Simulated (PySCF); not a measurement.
C5H9ClSSi.
Cartesian coordinates in Å at the GFN2-xTB level; atoms count from 1:
```
atom  x, y, z in Å
C1     3.2588    0.1937   -0.1929
S2     2.2502   -1.2225    0.3318
C3     0.6548   -0.6521   -0.0474
C4     0.2191    0.4993   -0.5894
Si5   -1.5945    0.0109   -0.4518
C6    -2.7113    0.9636    0.7493
Cl7   -2.6040   -0.3523   -2.1746
C8    -0.5722   -1.4777    0.2358
H9     4.2937   -0.0729   -0.0044
H10    3.1041    0.3714   -1.2528
H11    2.9829    1.0668    0.3910
H12    0.8047    1.3358   -0.9272
H13   -2.9091    1.9623    0.3726
H14   -3.6676    0.4653    0.8746
H15   -2.2485    1.0607    1.7255
H16   -0.5930   -2.4026   -0.3372
H17   -0.6750   -1.7378    1.2871
```

Mayer bond orders were computed from the PBE0/pcSseg-1 density (PySCF). Isolated species at its GFN2-xTB geometry (one conformer only).

Question: Rank these bonds by Mayer order, highest first.
A. Si5–Cl7
B. S2–C3
C. C3–C4
D. C4–Si5

Answer: C (1.66), B (1.08), A (1.01), D (0.92).

Question: Set the orders of all bonds between heavy atoms beside their lengths and the difference of the Mulliken charges at their ends.

Answer: 
```tsv
bond	Mayer order	length (Å)	q(first) − q(second) (e)
C3–C4	1.659	1.345	+0.054
S2–C3	1.079	1.736	+0.398
Si5–Cl7	1.006	2.030	+1.324
C1–S2	0.997	1.816	-0.495
C8–C3	0.994	1.506	-0.138
Si5–C6	0.971	1.897	+1.620
C4–Si5	0.922	1.883	-1.359
Si5–C8	0.869	1.932	+1.443
```

Mayer orders depend on the basis set.
